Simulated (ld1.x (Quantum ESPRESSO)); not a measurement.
Transferability test, ultrasoft potential for Tc (Z = 43)

```
Element                 : technetium (Tc)
Generator               : ld1.x (Quantum ESPRESSO) 7.5
Type                    : ultrasoft
Functional              : PBEsol
Relativity              : fully relativistic
Frozen core             : [Ar] 3d10
Valence charge          : 15
Reference configuration : 4s2 4p6 4d5 5s1.5 5p0.5
Partial waves           : 4s (bound): rcut 1.50, rcutus 1.95 bohr; 5s (bound): rcut 1.50, rcutus 1.95 bohr; 4p (bound): rcut 1.55, rcutus 1.85 bohr; 5p (bound): rcut 1.55, rcutus 1.85 bohr; 4d (bound): rcut 1.90, rcutus 2.50 bohr; 4d channel at 2.1 Ry: rcut 1.90, rcutus 2.50 bohr
Local potential         : all-electron potential smoothed inside 1.54 bohr (lloc = -2)
Core correction         : none
Augmentation charge     : built from norm-conserving waves at rcut, not smoothed further
```

Open shells are filled in proportion to 2j + 1 (rel_dist='average').

Energies are relative to the spin-unpolarised reference configuration 4s2 4p6 4d5 5s1.5 5p0.5; without spin polarisation the order of configurations can differ from experiment.

**Question.** Give the all-electron excitation energy and the error of the potential for: 4s2 4p6 4d5 5s2 5p0; 4s2 4p6 4d5 5s1 5p0; 4s2 4p6 4d5 5s0 5p0; 4s1 4p6 4d5 5s2 5p0; 4s2 4p6 4d4 5s2 5p1; 4s2 4p6 4d6 5s1 5p0; 4s2 4p6 4d4 5s2 5p0.

**Answer.**

| valence configuration | charge | ΔE all-electron (eV) | error AE − PS (meV) |
| --- | --- | --- | --- |
| 4s2 4p6 4d5 5s2 5p0 | 0 | -1.874 | -467 |
| 4s2 4p6 4d5 5s1 5p0 | +1 | 6.322 | +849 |
| 4s2 4p6 4d5 5s0 5p0 | +2 | 21.162 | +3195 |
| 4s1 4p6 4d5 5s2 5p0 | +1 | 77.996 | -4244 |
| 4s2 4p6 4d4 5s2 5p1 | 0 | 4.733 | -2833 |
| 4s2 4p6 4d6 5s1 5p0 | 0 | -2.790 | +1668 |
| 4s2 4p6 4d4 5s2 5p0 | +1 | 9.779 | -2721 |

Levels in the configuration 4s2 4p6 4d5 5s1 5p0:

```csv
level,all-electron (eV),pseudo (eV)
4s j=1/2,-80.855,-82.422
4p j=1/2,-54.898,-56.374
4p j=3/2,-51.939,-53.380
4d j=3/2,-14.293,-15.394
4d j=5/2,-13.997,-15.088
5s j=1/2,-11.429,-9.640
```

These tests converged, but a pseudo level misses the all-electron one widely, so the file describes the atom poorly there or has found another state: 4s2 4p6 4d5 5s2 5p0: 4d by 1.9 eV (a node warning on the way); 4s2 4p6 4d5 5s1 5p0: empty 5p by 4.9 eV; 4s2 4p6 4d5 5s0 5p0: empty 5p by 8.3 eV; 4s1 4p6 4d5 5s2 5p0: 4p by 4.6 eV; 4s2 4p6 4d4 5s2 5p1: 4p by 3.9 eV (a node warning on the way); 4s2 4p6 4d4 5s2 5p0: 4d by 2.6 eV. ld1.x printed “convergence not achieved” for 7 of the counted tests; their residual had stalled under 1e-8, short of the target of 1e-14.

A Bessel basis up to 400 Ry misses an occupied level by 0.77 Ry, so cutoffs and ghosts were not judged. The potential misses its own reference levels by up to 2.1 eV, so it is not fit for use.
